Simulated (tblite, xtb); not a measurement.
C$_{2}$H$_{9}$AlN (SMILES [CH3][Al]([CH3])<-[NH3]), doublet, geometry from GFN2-xTB (such geometries of metal compounds can be far from the true shape) (the spin is typed, not shown lowest). Base run: GFN1-xTB run with xtb.

Geometry (Å):
```xyz
13

Al     0.4561     0.1440     0.5855
C      1.1804     1.0245    -1.1045
H      2.0031     0.4533    -1.5519
H      1.5941     2.0142    -0.8840
H      0.4428     1.1821    -1.9018
C     -1.4807     0.5316     1.0898
H     -1.9250    -0.2742     1.6870
H     -2.1589     0.7002     0.2434
H     -1.5515     1.4315     1.7097
N     -0.2117    -1.5986    -0.6159
H     -0.8435    -1.1665    -1.2850
H     -0.7331    -2.2962    -0.0956
H      0.5265    -2.0629    -1.1342
```
Charge 0, spin multiplicity 2.
All else is at xtb's defaults.
Base energy -13.52112 Eh.

Programs used: tblite, xtb; a row that names a program was run with it.

Each row names what was changed in the base input (with any setting that the change needs).

```csv
change,ΔE vs base (mEh),dipole (D),G_solv (kcal/mol),SCF cycles
base,0.000,4.61,-,9
program = tblite; method = gfn1; option = --grad,0.000,-,-,-
etemp = 1000,0.000,4.61,-,9
"program = tblite; method = gfn1; option = (--guess, eeq)",0.000,-,-,-
alpb = toluene,-9.970,4.75,-6.38,9
etemp = 3000,-0.213,4.59,-,9
alpb = hexane,-8.139,4.71,-5.17,9
```

ALPB and GBSA are two models with their own fitted parameters for each solvent, which aren't always the measured dielectric constant.
